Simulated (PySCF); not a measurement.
PySCF input file for C₃H₅O, SMILES C(C)(O)=[CH], multiplicity 2, B3LYP-D3(BJ)/def2-SVP. Geometry: B3LYP-D3(BJ)/def2-SVP. The isomer is the one that the SMILES or the coordinates give; other isomers of the formula were not compared. One conformer was computed; it need not be the lowest.

```python
import numpy as np
from pyscf import gto, scf, dft, df
from pyscf.hessian import thermo

mol = gto.M(
    atom='''
    C     1.18786011   -0.87450630    0.00000000
    C     0.11369543   -0.09853299    0.00000000
    C     0.15264016    1.40116292   -0.00000000
    O    -1.18169937   -0.55820574    0.00000000
    H     1.46108490   -1.92715335    0.00000000
    H     1.18569164    1.77096341   -0.00000000
    H    -0.37272392    1.78938742   -0.88814419
    H    -0.37272391    1.78938743    0.88814419
    H    -1.17290796   -1.52568079    0.00000000
    ''',
    basis='def2-SVP',
    charge=0,
    spin=1,
    max_memory=1600,
    verbose=3,
)
mf = dft.UKS(mol, xc='b3lyp').density_fit(auxbasis='def2-universal-jkfit')
mf.disp = 'd3bj'
mf.grids.level = 3
mf.conv_tol = 1e-11
mf.max_cycle = 100
mf.kernel()
fine, coarse = mf.grids, dft.Grids(mol).set(level=1).build(with_non0tab=True)
for _ in range(3):  # follow internal instabilities
    mf.grids = coarse
    mo, _, stable, _ = mf.stability(return_status=True, nroots=4)
    mf.grids = fine
    if stable:
        break
    mf.kernel(mf.make_rdm1(mo, mf.mo_occ))

# [left out here: the lines that compute and print the analytic Hessian (its translational invariance restored by hand, since the grid's response is missing), thermochemistry and intensities]
```

Program output:

```

WARN: HOMO -0.225416059913718 >= LUMO -0.225416059913718

converged SCF energy = -192.310373052142  <S^2> = 0.75976508  2S+1 = 2.0097414
<class 'pyscf.df.df_jk.DFUKS'> wavefunction is stable in the internal stability analysis

WARN: DFTD3 does not support analytical Hessian, using finite difference


WARN: Mole.unit (angstrom) is changed to Bohr

Mode                                 0                   1                   2
Irrep
Freq [cm^-1]                      181.4848            393.3464            432.4990
Reduced mass [au]                   1.0758              2.3234              1.1048
Force const [Dyne/A]                0.0209              0.2118              0.1218
Char temp [K]                     261.1162            565.9379            622.2698
Normal mode                   x     y     z       x     y     z       x     y     z
       0   C                -0.00  0.00  0.05    0.01  0.13  0.00   -0.00 -0.00 -0.01
       1   C                -0.00  0.00 -0.01   -0.09 -0.02 -0.00    0.00  0.00 -0.06
       2   C                 0.00  0.00  0.01    0.11 -0.03  0.00   -0.00  0.00  0.03
       3   O                -0.00 -0.00 -0.05   -0.08 -0.06  0.00    0.00 -0.00 -0.05
       4   H                -0.00  0.00  0.09    0.34  0.22  0.00   -0.00 -0.00  0.12
       5   H                 0.00 -0.00 -0.53    0.19 -0.26  0.00   -0.00  0.00  0.12
       6   H                -0.48  0.01  0.30    0.21  0.10 -0.01    0.04  0.11  0.05
       7   H                 0.48 -0.01  0.30    0.21  0.10  0.01   -0.04 -0.11  0.05
       8   H                 0.00 -0.00  0.02   -0.03 -0.06  0.00    0.00 -0.00  0.91
Mode                                 3                   4                   5
Irrep
Freq [cm^-1]                      443.2565            496.4220            559.0009
Reduced mass [au]                   2.2792              1.5856              1.8229
Force const [Dyne/A]                0.2638              0.2302              0.3356
Char temp [K]                     637.7475            714.2407            804.2778
Normal mode                   x     y     z       x     y     z       x     y     z
       0   C                 0.09  0.01  0.00   -0.00  0.00 -0.01    0.00 -0.00  0.14
       1   C                 0.03 -0.08  0.00   -0.00  0.00  0.16    0.00 -0.00 -0.14
       2   C                -0.05 -0.09  0.00    0.00  0.00 -0.01   -0.00 -0.00 -0.01
       3   O                -0.05  0.13 -0.00   -0.00 -0.00 -0.07    0.00  0.00  0.04
       4   H                 0.46  0.11 -0.00   -0.00  0.00 -0.60   -0.00 -0.00 -0.68
       5   H                -0.09  0.03 -0.00    0.00 -0.00 -0.16   -0.00  0.00  0.06
       6   H                -0.11 -0.17  0.00   -0.02 -0.24 -0.11    0.01  0.13  0.04
       7   H                -0.11 -0.17 -0.00    0.02  0.24 -0.11   -0.01 -0.13  0.04
       8   H                -0.26  0.13  0.00    0.00 -0.00  0.26   -0.00  0.00 -0.01
Mode                                 6                   7                   8
Irrep
Freq [cm^-1]                      758.1956            903.9184           1004.9384
Reduced mass [au]                   1.6836              3.6438              1.5140
Force const [Dyne/A]                0.5702              1.7542              0.9008
Char temp [K]                    1090.8747           1300.5373           1445.8826
Normal mode                   x     y     z       x     y     z       x     y     z
       0   C                 0.08  0.12  0.00   -0.14  0.03  0.00   -0.04  0.04  0.00
       1   C                -0.01 -0.00  0.00   -0.05  0.06  0.00    0.02  0.04 -0.00
       2   C                -0.00 -0.12  0.00   -0.02 -0.12  0.00    0.13 -0.03  0.00
       3   O                 0.00  0.03 -0.00    0.12  0.05 -0.00   -0.06 -0.03  0.00
       4   H                -0.70 -0.10 -0.00    0.20  0.14  0.00   -0.02  0.05  0.00
       5   H                 0.02 -0.18 -0.00    0.01 -0.22 -0.00   -0.07  0.52 -0.00
       6   H                 0.02 -0.10 -0.00   -0.00 -0.13 -0.01   -0.20 -0.34  0.06
       7   H                 0.02 -0.10  0.00   -0.00 -0.13  0.01   -0.20 -0.34 -0.06
       8   H                -0.09  0.03 -0.00    0.26  0.05 -0.00    0.18 -0.03  0.00
Mode                                 9                  10                  11
Irrep
Freq [cm^-1]                     1046.5050           1185.5452           1308.0003
Reduced mass [au]                   1.5397              2.2339              1.6647
Force const [Dyne/A]                0.9935              1.8499              1.6780
Char temp [K]                    1505.6877           1705.7355           1881.9212
Normal mode                   x     y     z       x     y     z       x     y     z
       0   C                -0.00  0.00 -0.01    0.05 -0.04 -0.00   -0.05  0.01  0.00
       1   C                 0.00  0.00  0.12    0.10  0.11 -0.00    0.11  0.12 -0.00
       2   C                 0.00 -0.00 -0.13   -0.05 -0.05  0.00   -0.01 -0.00  0.00
       3   O                -0.00 -0.00 -0.01   -0.12  0.01  0.00   -0.01 -0.06 -0.00
       4   H                -0.00  0.00 -0.08    0.06 -0.05  0.00    0.06  0.05  0.00
       5   H                -0.00  0.00  0.27    0.03 -0.29 -0.00    0.07 -0.23 -0.00
       6   H                -0.08  0.49  0.14    0.07 -0.01 -0.05   -0.00 -0.17 -0.07
       7   H                 0.08 -0.49  0.14    0.07 -0.01  0.05   -0.00 -0.17  0.07
       8   H                 0.00 -0.00 -0.01    0.54 -0.00 -0.00   -0.66 -0.05 -0.00
Mode                                12                  13                  14
Irrep
Freq [cm^-1]                     1393.0144           1443.7836           1446.8309
Reduced mass [au]                   1.4230              1.0415              1.0609
Force const [Dyne/A]                1.6270              1.2791              1.3084
Char temp [K]                    2004.2376           2077.2832           2081.6675
Normal mode                   x     y     z       x     y     z       x     y     z
       0   C                -0.02  0.00 -0.00    0.00 -0.00  0.00    0.02 -0.02  0.00
       1   C                 0.05  0.05 -0.00   -0.00  0.00 -0.02   -0.01  0.02  0.00
       2   C                -0.01 -0.14 -0.00    0.00  0.00 -0.05    0.05  0.00  0.00
       3   O                -0.01 -0.01  0.00    0.00 -0.00  0.00    0.00 -0.00 -0.00
       4   H                 0.03  0.03  0.00    0.00 -0.00  0.01    0.02 -0.03 -0.00
       5   H                -0.20  0.40  0.00    0.00 -0.00  0.70    0.17 -0.36 -0.00
       6   H                 0.10  0.43  0.18   -0.37 -0.31  0.05   -0.48  0.16  0.37
       7   H                 0.10  0.43 -0.18    0.37  0.31  0.05   -0.48  0.16 -0.37
       8   H                -0.14 -0.01  0.00   -0.00  0.00  0.01   -0.02 -0.00 -0.00
Mode                                15                  16                  17
Irrep
Freq [cm^-1]                     1707.8642           3032.3225           3102.6819
Reduced mass [au]                   6.2281              1.0379              1.1024
Force const [Dyne/A]               10.7033              5.6227              6.2528
Char temp [K]                    2457.2363           4362.8369           4464.0684
Normal mode                   x     y     z       x     y     z       x     y     z
       0   C                -0.12  0.09  0.00    0.00  0.00  0.00   -0.00 -0.00 -0.00
       1   C                 0.17 -0.15  0.00   -0.00 -0.00  0.00    0.00  0.00 -0.00
       2   C                -0.01  0.03 -0.00   -0.02  0.05 -0.00   -0.00 -0.00 -0.09
       3   O                -0.03  0.01  0.00    0.00 -0.00 -0.00   -0.00 -0.00  0.00
       4   H                -0.10  0.16 -0.00    0.00 -0.00  0.00    0.00  0.00 -0.00
       5   H                 0.04 -0.11 -0.00   -0.38 -0.13 -0.00    0.00  0.00 -0.01
       6   H                -0.04  0.08  0.04    0.30 -0.21  0.52    0.33 -0.24  0.54
       7   H                -0.04  0.08 -0.04    0.30 -0.21 -0.52   -0.33  0.24  0.54
       8   H                 0.14  0.00  0.00    0.00 -0.00  0.00    0.00 -0.00  0.00
Mode                                18                  19                  20
Irrep
Freq [cm^-1]                     3157.5521           3273.7153           3801.9333
Reduced mass [au]                   1.1033              1.1048              1.0662
Force const [Dyne/A]                6.4813              6.9758              9.0799
Char temp [K]                    4543.0144           4710.1475           5470.1356
Normal mode                   x     y     z       x     y     z       x     y     z
       0   C                -0.00 -0.00 -0.00    0.03 -0.08  0.00    0.00  0.00  0.00
       1   C                 0.00 -0.00 -0.00   -0.01  0.01  0.00    0.00 -0.00  0.00
       2   C                 0.09  0.01 -0.00   -0.00  0.00  0.00   -0.00  0.00  0.00
       3   O                -0.00 -0.00  0.00   -0.00 -0.00 -0.00   -0.00 -0.06  0.00
       4   H                -0.00  0.01 -0.00   -0.26  0.91  0.00   -0.00 -0.00  0.00
       5   H                -0.82 -0.29 -0.00    0.00  0.00  0.00    0.00 -0.00 -0.00
       6   H                -0.12  0.09 -0.22    0.00 -0.00  0.00    0.00  0.00  0.00
       7   H                -0.12  0.09  0.22    0.00 -0.00 -0.00    0.00  0.00 -0.00
       8   H                -0.00  0.00  0.00    0.00  0.00 -0.00    0.01  0.97 -0.00
temperature 298.1500 [K]
pressure 101325.00 [Pa]
Rotational constants [GHz] 10.86012 9.17056 5.13264
Symmetry number 1
Zero-point energy (ZPE) 0.07079 [Eh]   185856.681 [J/mol]
                           tot       elec      trans        rot        vib
Entropy [J/mol/K]       293.779      5.763    159.185    100.235     28.596
Cv [J/mol/K]             71.404      0.000     12.472     12.472     46.461
Cp [J/mol/K]             79.719      0.000     20.786     12.472     46.461
Internal energy [J/mol]                      3718.434   3718.434 191443.003
Internal energy [Eh]   -192.23462  -192.31037
Enthalpy [J/mol]                             6197.391   3718.434 191443.003
Enthalpy [Eh]          -192.23368
Gibbs free energy [J/mol]                  -41263.691 -26166.548 182917.127
Gibbs free energy [Eh] -192.26704
mode   freq/cm-1   IR/(km/mol)
   1      181.48         1.376
   2      393.35         5.854
   3      432.50       125.977
   4      443.26        10.488
   5      496.42         1.294
   6      559.00        70.698
   7      758.20        40.493
   8      903.92         0.351
   9     1004.94        26.207
  10     1046.51         0.806
  11     1185.55       193.010
  12     1308.00         1.284
  13     1393.01        11.060
  14     1443.78         8.166
  15     1446.83        12.542
  16     1707.86       106.897
  17     3032.32        14.186
  18     3102.68        10.789
  19     3157.55         6.631
  20     3273.72         3.883
  21     3801.93        37.427
max |gradient| / (hartree/bohr): 4.7717073105024114e-05
APT charges: [-0.4202  0.6286  0.0241 -0.6465  0.1423  0.0183 -0.0041 -0.0041  0.2616]
```

Self-consistency was reached.

Cost: around 2.2 core-minutes (rough).
